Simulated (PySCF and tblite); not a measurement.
Values are calculated unless marked as measured or tabulated.
# Conformer ensemble of C5H4FNS, numbered as in [CH2:1]=[C:2]([F:3])[c:4]1[cH:5][n:6][cH:7][s:8]1

Geometries GFN2-xTB; weights from PBE0-D3(BJ)/def2-SVP (IEF-PCM, water) energies and GFN2-xTB thermal corrections, with symmetry numbers and mirror pairs. Conformers within 2.5 kcal/mol (GFN2-xTB free energy) were kept, 10 at most. GIAO shieldings: mPW1PW91/pcSseg-1 (IEF-PCM, water). Shifts are against TMS (¹H), TMS (¹³C) at the same level; of two unlike H on one atom, a is the less shielded. (PySCF 2.14, tblite 0.8.)

Torsions listed: F3–C2–C4–S8.

```tsv
conformer	shape	symmetry	E(GFN2) kcal/mol	E(DFT) kcal/mol	G(298.15 K) kcal/mol	weight %	dipole D
1	180°	Cs	0.00	0.00	0.00	79.2	2.77
2	0°	Cs	1.63	0.91	0.79	20.8	0.40
```

Weights (%) against temperature:

```
 T (K)     1     2  S(mix) cal/mol/K
298.15  79.2  20.8              1.02
   400  72.3  27.7              1.17
   450  69.7  30.3              1.22
   500  67.6  32.4              1.25
   800  59.9  40.1              1.34
```

Averaged shifts at 298.15 K. ¹H: 8.61 (H7, 1H), 8.15 (H5, 1H), 5.68 (H1a, 1H), 5.46 (H1b, 1H) ppm. ¹³C: 168.3 (C2), 162.9 (C7), 145.2 (C5), 142.6 (C4), 101.7 (C1) ppm.

Coordinates of conformer 1 (Å):

```xyz
12

C    -2.023    1.235    0.193
C    -1.388    0.075    0.082
F    -2.103   -1.074    0.050
C     0.035   -0.143   -0.013
C     0.697   -1.340   -0.127
N     2.038   -1.253   -0.199
C     2.441   -0.038   -0.145
S     1.186    1.154    0.003
H    -3.095    1.272    0.257
H    -1.478    2.159    0.220
H     0.223   -2.304   -0.161
H     3.470    0.257   -0.185
```

Shifts are unscaled: against experiment ¹³C can be off by 15 ppm or more and ¹H by 0.8 ppm.

Search and properties took 56 s on 1 thread of Arm Neoverse V1, shared host (rough), launched as `OMP_NUM_THREADS=1 python ens_run.py task.json out`.
